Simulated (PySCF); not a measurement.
The multiplicity is imposed and other spin states were not computed.

[Cd(Cl)2] (charge 0, multiplicity 1)

Level of theory: PBE-D3(BJ)/def2-TZVP // r2SCAN-D4/def2-SVP run with PySCF 2.14.0.

The HOMO comes out as -7.52 eV and the dipole moment comes out as 0.00 D. The LUMO is -3.15 eV and the HOMO–LUMO gap is 4.37 eV. The charge on the central atom (Mulliken) comes out as 0.74 e and the total energy is -29603.79 eV. The cost comes out as roughly 20 core-seconds.

```xyz
3

Cd     0.0000     0.0000     0.0000
Cl    -0.4270     1.7478     1.3943
Cl     0.4270    -1.7478    -1.3943
```
Charge 0, spin multiplicity 1.
